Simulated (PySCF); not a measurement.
# Stationary points of SeH₅⁻

Computed with PBE0/[Se def2-TZVPD, H def2-TZVPD], no relativity, density fitting, PySCF.

Relaxations began from a few typed shapes. The search is not exhaustive: other isomers or separated fragments can lie lower, and high-lying points may rest on an excited occupation.

Question: Order these stationary points by electronic energy, lowest first, in kJ/mol from the lowest minimum.
A. singlet C4v: Se–H 1.450 Å, Se–H 1.757 Å (×4); H–Se–H 84.6° (×4), H–Se–H 89.5° (×4), H–Se–H 169.2° (×2)
B. singlet D3h: Se–H 1.712 Å (×3), Se–H 1.752 Å (×2); H–Se–H 90.0° (×6), H–Se–H 120.0° (×3), H–Se–H 180.0°

Answer: A (0.0), B (136.8).

Question: Which of them are minima?

Answer: By energy in kJ/mol, 0.0: minimum; 136.8: saddle point, 2 imaginary modes.

For the lowest minimum: the highest occupied level lies above zero, a sign of self-interaction error or too small a basis; response properties are unreliable. The lowest empty level of this anion is unbound, so it and the gap depend on the basis.
